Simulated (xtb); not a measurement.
F4Nb, charge +1, singlet, from a rough starting geometry (GFN-xTB shapes and energies of metal compounds can be far from the true ones) (the multiplicity is a formal guess); GFN2-xTB (xtb).

xtb was given this input:
```
$ xtb mol.xyz --gfn 2 --chrg 1 --opt vtight --json

# file mol.xyz
5

Nb     0.01902607    -0.06761096     0.03263571
F      1.22104327     0.84735072    -1.00156615
F      0.88332559    -1.07403882     1.04171617
F     -1.09963954    -0.90114026    -1.00623351
F     -0.87199582     1.23863909     0.94341645
```

Output, abridged:

```
   ID    Z sym.   atoms
    1   41 Nb     1
    2    9 F      2-5

           -------------------------------------------------
          |                Calculation Setup                |
           -------------------------------------------------

           -------------------------------------------------
          |                 G F N 2 - x T B                 |
           -------------------------------------------------

          ...................................................
          :                      SETUP                      :
          :.................................................:
          :  # basis functions                  26          :
          :  # atomic orbitals                  25          :
          :  # shells                           11          :
          :  # electrons                        32          :
          :  max. iterations                   250          :
          :  Hamiltonian                  GFN2-xTB          :
          :  restarted?                      false          :
          :  GBSA solvation                  false          :
          :  PC potential                    false          :
          :  electronic temp.          300.0000000     K    :
          :  accuracy                    1.0000000          :
          :  -> integral cutoff          0.2500000E+02      :
          :  -> integral neglect         0.1000000E-07      :
          :  -> SCF convergence          0.1000000E-05 Eh   :
          :  -> wf. convergence          0.1000000E-03 e    :
          :  Broyden damping             0.4000000          :
          :  net charge                          1          :
          :  unpaired electrons                  0          :
          ...................................................

 iter      E             dE          RMSdq      gap      omega  full diag
   1      9.1967767  0.919678E+01  0.431E+01    1.52       0.0  T
   2    -11.0983078 -0.202951E+02  0.323E+01   43.43       1.0  T
   3    -13.9023413 -0.280403E+01  0.232E+01   20.15       1.0  T
   4    -17.7013607 -0.379902E+01  0.157E+01    9.70       1.0  T
   5    -18.9928267 -0.129147E+01  0.128E+01    7.40       1.0  T
   6    -12.5106794  0.648215E+01  0.276E+01   27.98       1.0  T
   7     25.9652519  0.384759E+02  0.604E+01    1.52       1.0  T
   8      3.9384921 -0.220268E+02  0.461E+01    1.50       1.0  T
   9      8.9384563  0.499996E+01  0.456E+01    1.46       1.0  T
  10      1.7556779 -0.718278E+01  0.394E+01    1.50       1.0  T
  11      2.1954287  0.439751E+00  0.398E+01    1.50       1.0  T
  12      0.9220980 -0.127333E+01  0.387E+01    1.52       1.0  T
  13     -4.0192525 -0.494135E+01  0.342E+01    1.62       1.0  T
  14     -4.2344571 -0.215205E+00  0.340E+01    1.63       1.0  T
  15    -20.2773060 -0.160428E+02  0.690E+00    5.06       1.0  T
  16    -18.3690299  0.190828E+01  0.148E+01    8.49       1.0  T
  17    -18.3779653 -0.893538E-02  0.145E+01    8.47       1.0  T
  18    -19.4180242 -0.104006E+01  0.923E+00    6.72       1.0  T
  19    -19.9129547 -0.494931E+00  0.690E+00    5.87       1.0  T
  20    -19.7269499  0.186005E+00  0.785E+00    6.21       1.0  T
  21    -20.2502838 -0.523334E+00  0.432E+00    5.15       1.0  T
  22    -20.0485200  0.201764E+00  0.592E+00    5.60       1.0  T
  23    -20.1763764 -0.127856E+00  0.494E+00    5.33       1.0  T
  24    -20.1885773 -0.122009E-01  0.484E+00    5.30       1.0  T
  25    -20.2399347 -0.513574E-01  0.438E+00    5.17       1.0  T
  26    -20.2358357  0.409902E-02  0.442E+00    5.18       1.0  T
  27    -20.3744387 -0.138603E+00  0.252E+00    4.76       1.0  T
  28    -20.4044947 -0.300560E-01  0.171E+00    4.25       1.0  T
  29    -20.4146518 -0.101571E-01  0.145E+00    4.42       1.0  T
  30    -20.4076146  0.703725E-02  0.160E+00    4.54       1.0  T
  31    -20.4109981 -0.338352E-02  0.153E+00    4.30       1.0  T
  32    -20.4125224 -0.152432E-02  0.155E+00    4.34       1.0  T
[...]
         :: total energy             -20.374743144368 Eh    ::
 * total energy  :   -20.3747432 Eh     change       -0.7492009E-08 Eh
 * total energy  :   -20.3785074 Eh     change       -0.3764199E-02 Eh
 * total energy  :   -20.3805504 Eh     change       -0.2043073E-02 Eh
 * total energy  :   -20.3807094 Eh     change       -0.1590010E-03 Eh
 * total energy  :   -20.3807767 Eh     change       -0.6724378E-04 Eh
 * total energy  :   -20.3807938 Eh     change       -0.1712714E-04 Eh
 * total energy  :   -20.3807971 Eh     change       -0.3308613E-05 Eh
 * total energy  :   -20.3807974 Eh     change       -0.3134107E-06 Eh
 * total energy  :   -20.3807975 Eh     change       -0.5302614E-07 Eh
   *** GEOMETRY OPTIMIZATION CONVERGED AFTER 9 ITERATIONS ***
         :: total energy             -20.380797471181 Eh    ::
[...]
         1        2.0000           -1.2585361             -34.2465
       ...           ...                  ...                  ...
         4        2.0000           -1.1908686             -32.4052
         5        2.0000           -0.8713653             -23.7111
         6        2.0000           -0.8713648             -23.7110
         7        2.0000           -0.8713638             -23.7110
         8        2.0000           -0.8693621             -23.6565
         9        2.0000           -0.8642329             -23.5170
        10        2.0000           -0.8642324             -23.5170
        11        2.0000           -0.8415351             -22.8993
        12        2.0000           -0.8415257             -22.8991
        13        2.0000           -0.8415220             -22.8990
        14        2.0000           -0.8372471             -22.7827
        15        2.0000           -0.8372440             -22.7826
        16        2.0000           -0.8372352             -22.7823 (HOMO)
        17                         -0.6645097             -18.0822 (LUMO)
        18                         -0.6645064             -18.0821
        19                         -0.6005033             -16.3405
        20                         -0.6005008             -16.3405
        21                         -0.6004877             -16.3401
        22                         -0.3583661              -9.7516
        23                          0.0569791               1.5505
        24                          0.0570133               1.5514
        25                          0.0570925               1.5536
      -------------------------------------------------------------
                  HL-Gap            0.1727255 Eh            4.7001 eV
             Fermi-level           -0.7508724 Eh          -20.4323 eV

     #   Z          covCN         q      C6AA      α(0)
     1  41 Nb       2.685     0.636   343.255    39.205
     2   9 F        0.671     0.091     8.642     3.470
     3   9 F        0.671     0.091     8.642     3.470
     4   9 F        0.671     0.091     8.642     3.470
     5   9 F        0.671     0.091     8.642     3.470

 Mol. C6AA /au·bohr⁶  :        871.486959
 Mol. C8AA /au·bohr⁸  :      65451.873734
 Mol. α(0) /au        :         53.085912

Wiberg/Mayer (AO) data.
largest (>0.10) Wiberg bond orders for each atom

 ---------------------------------------------------------------------------
     #   Z sym  total        # sym  WBO       # sym  WBO       # sym  WBO
 ---------------------------------------------------------------------------
     1  41 Nb   6.405 --     4 F    1.601     5 F    1.601     2 F    1.601
                             3 F    1.601
     2   9 F    1.831 --     1 Nb   1.601
     3   9 F    1.831 --     1 Nb   1.601
     4   9 F    1.831 --     1 Nb   1.601
     5   9 F    1.831 --     1 Nb   1.601
 ---------------------------------------------------------------------------

Topologies differ in total number of bonds
Writing topology from bond orders to xtbtopo.mol

molecular dipole:
                 x           y           z       tot (Debye)
 q only:        0.057       0.016       0.004
   full:        0.057       0.016       0.003       0.150
molecular quadrupole (traceless):
                xx          xy          yy          xz          yz          zz
 q only:        0.003       0.001      -0.001       0.000       0.000      -0.002
  q+dip:        0.003       0.002      -0.001       0.001       0.000      -0.002
   full:        0.003       0.002      -0.001       0.000       0.000      -0.002

optimized geometry written to: xtbopt.xyz

           -------------------------------------------------
          | TOTAL ENERGY              -20.380797471181 Eh   |
          | GRADIENT NORM               0.000101345245 Eh/α |
          | HOMO-LUMO GAP               4.700100117176 eV   |
           -------------------------------------------------

normal termination of xtb
```
